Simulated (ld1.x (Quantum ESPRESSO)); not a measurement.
## rubidium (Rb): one change to a TM potential, before and after

```
Element                 : Rb
Generator               : ld1.x (Quantum ESPRESSO) 7.5
Type                    : norm-conserving Troullier–Martins (Kleinman–Bylander form)
Functional              : LDA (PZ)
Relativity              : scalar-relativistic
Frozen core             : [Ar] 3d10
Valence charge          : 9
Reference configuration : 4s2 4p6 5s1 5p0
Partial waves           : 4s (bound): rc 2.40 bohr; 4p (bound): rc 2.35 bohr; 4d channel at -0.05 Ry: rc 1.85 bohr
Local potential         : the d channel
Core correction         : none
```

Occupied shells without a wave of their own: 5s. They enter only through the test configuration that unscreens the potential.

Change: wave 4p (bound): rc 2.35 bohr becomes 4p (bound): rc 3.24 bohr.

Cutoffs: the cutoffs (Ry, on a coarse ladder) from which the occupation-weighted sum of valence levels, in a spherical-Bessel basis at the reference potential, stays within 10 and 1 mRy of its value at 400 Ry; they do not see the model core or the augmentation charge, which bear on the density cutoff. Errors are all-electron minus pseudo energies relative to the spin-unpolarised reference configuration.

**Question.** Predict the effect on cutoff, ghosts and configuration errors.

**Answer.** The potential gets neither clearly harder nor softer (15 Ry and 30 Ry → 15 Ry and 30 Ry); of the 7 tests that both files solve, the error grows in 2 and shrinks in 0 by more than 15 % and 0.3 meV (median size 37.7 → 44.2 meV); neither file shows a bound ghost.

| quantity | base | changed |
| --- | --- | --- |
| cutoff, loose | 15 Ry | 15 Ry |
| cutoff, tight | 30 Ry | 30 Ry |
| bound ghosts | none | none |
| largest miss of a reference level, eV | 0.06 | 0.06 |
| error for 4s2 4p6 5s0 5p0, meV [ΔE 4.28 eV] | -99 | -99 |
| error for 4s2 4p6 5s0.5 5p0, meV [ΔE 1.66 eV] | -38 | -38 |
| error for 4s2 4p6 5s0 5p1, meV [ΔE 1.62 eV] | -68 | -71 |
| error for 4s2 4p5 5s1 5p0, meV [ΔE 21.24 eV] | +37 | +44 |
| error for 4s1 4p6 5s1 5p0, meV [ΔE 37.84 eV] | -40 | -56 |
| error for 4s2 4p6 5s1 5p0 (spin-polarised), meV [ΔE -0.13 eV] | +0.8 | +0.8 |
| error for 4s2 4p6 5s0.5 5p0 (spin-polarised), meV [ΔE 1.62 eV] | -38 | -38 |
